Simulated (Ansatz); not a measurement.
Relaxation of a periodic cell of 24 atoms, H (contents 12 H2, density as packed 0.11 g/cm³ with natural masses), to a largest force component of 0.3 eV/Å in at most 15 steps.

All numbers below come from DFT PBE, scalar-relativistic, plane waves, PAW in Ansatz 0.2.0. Settings: cutoff 420 eV, k mesh 1x1x1, fermi-dirac smearing 0.05 eV, no spin polarisation.

```xyz
24
Lattice="7.1138 0.0000 0.0000 0.0000 7.1138 0.0000 0.0000 0.0000 7.1138" Properties=species:S:1:pos:R:3
H 3.922 6.180 3.204
H 4.114 6.312 2.504
H 5.832 4.005 5.807
H 5.582 4.111 5.121
H 1.539 3.637 0.042
H 2.174 4.012 0.065
H 3.296 2.891 5.105
H 3.706 2.316 5.317
H 7.091 5.290 6.386
H 6.465 5.624 6.586
H 3.868 2.464 1.045
H 3.325 2.024 1.280
H 1.182 7.185 0.597
H 1.217 6.529 0.263
H 1.297 3.604 2.905
H 1.674 3.638 2.273
H 2.691 6.526 1.243
H 3.085 6.061 0.827
H 2.208 1.456 3.542
H 1.718 1.336 4.080
H 6.850 4.317 1.181
H 6.901 4.120 0.472
H 0.984 1.350 2.430
H 1.060 1.289 1.699
```

Where does it end, and by what steps?

The run converged. The threshold is loose, so the end isn't yet a minimum. The force dipped under the threshold on the way, but the program's further checks kept it going. Limits of this set-up: coarse k mesh. After 4 steps the energy has fallen by 1.475 eV; H9 moved furthest, 0.57 Å.

```json
{"step": "0", "energy less start (eV)": "0.0000", "largest force component (eV/Å)": "0.614", "accepted": "yes"}
{"step": "1", "energy less start (eV)": "-0.6839", "largest force component (eV/Å)": "0.267", "accepted": "yes"}
{"step": "2", "energy less start (eV)": "-1.0124", "largest force component (eV/Å)": "0.209", "accepted": "yes"}
{"step": "3", "energy less start (eV)": "-1.2544", "largest force component (eV/Å)": "0.167", "accepted": "yes"}
{"step": "4", "energy less start (eV)": "-1.4750", "largest force component (eV/Å)": "0.152", "accepted": "yes"}
```

```xyz
24
Lattice="7.1138 0.0000 0.0000 0.0000 7.1138 0.0000 0.0000 0.0000 7.1138" Properties=species:S:1:pos:R:3
H 4.128 6.183 3.589
H 4.326 6.297 2.875
H 5.854 3.684 5.494
H 5.626 3.799 4.794
H 1.533 3.667 -0.092
H 2.179 4.042 -0.095
H 3.265 2.856 5.194
H 3.695 2.286 5.410
H 6.884 5.622 5.979
H 6.290 5.954 6.290
H 4.027 2.390 1.115
H 3.446 1.974 1.338
H 1.177 7.456 0.352
H 1.227 6.797 0.003
H 1.443 3.873 3.156
H 1.818 3.919 2.510
H 3.052 6.302 1.014
H 3.559 5.891 0.641
H 2.205 1.145 3.868
H 1.709 0.981 4.404
H 6.586 4.138 1.464
H 6.524 3.973 0.735
H 0.632 1.491 2.340
H 0.597 1.560 1.593
```

The run took 4.2 s on 1 thread of Arm Neoverse V2 (shared host), peak memory 0.3 GiB.
